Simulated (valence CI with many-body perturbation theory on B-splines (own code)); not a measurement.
## Fe XXI: calculated level list

Computed by valence CI with perturbative core correlation (CI+MBPT): four valence electrons over a frozen Dirac-Fock core [He], a basis of 11 s, 11 p, 10 d, 8 f, 5 g, 2 h functions for each j, with the one-electron correlation potential Σ1 (screened to all orders), the two-electron term Σ2, the three-electron term Σ3, Breit, model QED; selected single and double excitations, second order for the rest, scaled by the run's own slope (own B-spline code, finite nucleus).

No measured levels were compared; by estimate levels of excited configurations hold to 0.05 to 0.15 % of their energy, terms of the ground configuration to about 0.5 %. Among the levels kept, up to 1000 cm⁻¹ of a level comes from second order outside the variational space, and about a tenth of that is noise between levels of different J, which matters for small intervals.

Levels 1 to 45 of 195, with energies above the lowest level, 2s2 2p2 3P_0. "Leading %" is the weight of the configuration and term that name the level; weights of strongly mixed levels are sums over their largest components and can fall short, so below about 35 % the name and the second component can differ from the true leading terms, or belong to a minority configuration. In the jj column 3d3/2^4 stands for four electrons in 3d with j = 3/2.

```
No.  Configuration  Term  J  E (Ry)  Leading %      g                Leading jj    Second component
  1        2s2 2p2    3P  0   0.000         90              2s^2 2p1/2^2 (90 %)      9 % 2s2 2p2 1S
  2        2s2 2p2    3P  1   0.672         99  1.498   2s^2 2p1/2 2p3/2 (99 %)                    
  3        2s2 2p2    3P  2   1.069         75  1.377   2s^2 2p1/2 2p3/2 (81 %)     24 % 2s2 2p2 1D
  4        2s2 2p2    1D  2   2.230         75  1.116       2s^2 2p3/2^2 (80 %)     24 % 2s2 2p2 3P
  5        2s2 2p2    1S  0   3.391         87              2s^2 2p3/2^2 (88 %)      9 % 2s2 2p2 3P
  6         2s 2p3   5S°  2   4.433         96  1.979   2s 2p1/2 2p3/2^2 (50 %)                    
  7         2s 2p3   3D°  1   7.079         84  0.642   2s 2p1/2^2 2p3/2 (57 %)     12 % 2s 2p3 3P°
  8         2s 2p3   3D°  2   7.085         82  1.227   2s 2p1/2 2p3/2^2 (61 %)     16 % 2s 2p3 3P°
  9         2s 2p3   3D°  3   7.323        100  1.330  2s 2p1/2 2p3/2^2 (100 %)                    
 10         2s 2p3   3P°  0   8.352        100         2s 2p1/2 2p3/2^2 (100 %)                    
 11         2s 2p3   3P°  1   8.431         83  1.386   2s 2p1/2 2p3/2^2 (74 %)     13 % 2s 2p3 3D°
 12         2s 2p3   3P°  2   8.590         73  1.413         2s 2p3/2^3 (56 %)     17 % 2s 2p3 3D°
 13         2s 2p3   3S°  1   9.990         79  1.806   2s 2p1/2 2p3/2^2 (66 %)     16 % 2s 2p3 1P°
 14         2s 2p3   1D°  2  10.278         92  1.036   2s 2p1/2 2p3/2^2 (66 %)      8 % 2s 2p3 3P°
 15         2s 2p3   1P°  1  11.498         81  1.153         2s 2p3/2^3 (67 %)     16 % 2s 2p3 3S°
 16            2p4    3P  2  15.006         89  1.445    2p1/2^2 2p3/2^2 (91 %)         10 % 2p4 1D
 17            2p4    3P  0  15.821         86           2p1/2^2 2p3/2^2 (68 %)         13 % 2p4 1S
 18            2p4    3P  1  15.864         99  1.498      2p1/2 2p3/2^3 (99 %)                    
 19            2p4    1D  2  16.568         89  1.048      2p1/2 2p3/2^3 (91 %)         10 % 2p4 3P
 20            2p4    1S  0  18.671         83                   2p3/2^4 (68 %)         13 % 2p4 3P
 21      2s2 2p 3s   3P°  0  69.835         97             2s^2 2p1/2 3s (97 %)                    
 22      2s2 2p 3s   3P°  1  69.914         74  1.383      2s^2 2p1/2 3s (95 %)  22 % 2s2 2p 3s 1P°
 23      2s2 2p 3s   3P°  2  70.900         96  1.498      2s^2 2p3/2 3s (96 %)                    
 24      2s2 2p 3s   1P°  1  71.114         74  1.111      2s^2 2p3/2 3s (95 %)  22 % 2s2 2p 3s 3P°
 25      2s2 2p 3p    3D  1  71.462         65  0.690   2s^2 2p1/2 3p1/2 (96 %)   28 % 2s2 2p 3p 1P
 26      2s2 2p 3p    3P  1  71.974         28  1.333   2s^2 2p1/2 3p3/2 (88 %)   27 % 2s2 2p 3p 3S
 27      2s2 2p 3p    3D  2  72.005         80  1.179   2s^2 2p1/2 3p3/2 (84 %)    8 % 2s2 2p 3p 1D
 28      2s2 2p 3p    3P  0  72.126         81          2s^2 2p1/2 3p1/2 (85 %)   10 % 2s2 2p 3p 1S
 29      2s2 2p 3p    3P  1  72.751         41  1.192   2s^2 2p3/2 3p1/2 (47 %)   36 % 2s2 2p 3p 1P
 30      2s2 2p 3p    3D  3  72.853         96  1.332   2s^2 2p3/2 3p3/2 (96 %)                    
 31      2s2 2p 3p    3S  1  72.947         64  1.782   2s^2 2p3/2 3p3/2 (52 %)   21 % 2s2 2p 3p 3P
 32      2s2 2p 3p    3P  2  72.968         62  1.368   2s^2 2p3/2 3p1/2 (67 %)   15 % 2s2 2p 3p 3D
 33      2s2 2p 3p    1D  2  73.527         73  1.114   2s^2 2p3/2 3p3/2 (73 %)   20 % 2s2 2p 3p 3P
 34      2s2 2p 3d   3F°  2  73.619         74  0.753   2s^2 2p1/2 3d3/2 (97 %)  21 % 2s2 2p 3d 1D°
 35      2s 2p2 3s    5P  1  73.636         93  2.454      2s 2p1/2^2 3s (55 %)                    
 36      2s2 2p 3d   3F°  3  73.961         74  1.113   2s^2 2p1/2 3d5/2 (85 %)  15 % 2s2 2p 3d 3D°
 37      2s2 2p 3d   3P°  2  74.015         34  1.201   2s^2 2p1/2 3d5/2 (92 %)  28 % 2s2 2p 3d 3D°
 38      2s2 2p 3p    1S  0  74.075         76          2s^2 2p3/2 3p3/2 (69 %)   17 % 2s 2p2 3s 3P
 39      2s 2p2 3s    5P  2  74.104         97  1.821  2s 2p1/2 2p3/2 3s (90 %)                    
 40      2s2 2p 3d   3D°  1  74.173         64  0.758   2s^2 2p1/2 3d3/2 (92 %)  18 % 2s2 2p 3d 3P°
 41      2s 2p2 3s    5P  3  74.554         94  1.647  2s 2p1/2 2p3/2 3s (54 %)    5 % 2s 2p2 3s 3D
 42      2s 2p2 3s    3P  0  74.561         73             2s 2p1/2^2 3s (50 %)   12 % 2s2 2p 3p 3P
 43      2s2 2p 3d   3F°  4  74.745         97  1.248   2s^2 2p3/2 3d5/2 (97 %)                    
 44      2s2 2p 3d   1D°  2  74.805         45  1.040   2s^2 2p3/2 3d3/2 (57 %)  26 % 2s2 2p 3d 3D°
 45      2s 2p2 3s    3P  1  74.925         88  1.513  2s 2p1/2 2p3/2 3s (82 %)    7 % 2s2 2p 3p 3P
```

Names give the largest LS component (configuration and term), which can be under half, so a name can repeat, a term be missing and a line seem to break the LS rules; names also repeat where a configuration has a term twice.

The ionisation energy to 2s2 2p 2P°_1/2 of the next ion comes out as 1689.1 eV (NIST: 1687 ± 1 eV (semi-empirical)). All 195 levels together are meant to be complete up to 86.081 Ry.
